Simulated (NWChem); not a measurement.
# HTeSI; SMILES [Te](I)S

```xyz
4

Te     0.5974    -0.9743    -0.0037
I     -0.0802     1.6688     0.0148
S     -1.5294    -2.0639     0.0617
H     -1.7556    -2.0873    -1.2735
```
Atoms are numbered in this order, from 1.

All runs: NWChem. Structure relaxed at the PBE0/def2-SVP level. def2 effective core potentials on Te, I; no spin-orbit coupling. B3LYP is NWChem's, with the RPA form of VWN correlation. Static field.

```
level                   isotropic polarisability (bohr³)  anisotropy (bohr³)
----------------------  --------------------------------  ------------------
PBE/def2-SVPD                                      107.1                60.9
B3LYP/def2-SVPD                                        …                   …
Hartree-Fock/def2-SVPD                             101.1                57.4
BHandHLYP/def2-SVPD                                102.1                57.7
```

Q: Some entries are withheld; supply them.

A: 
- B3LYP/def2-SVPD, isotropic polarisability (bohr³): 104.9
- B3LYP/def2-SVPD, anisotropy (bohr³): 59.4
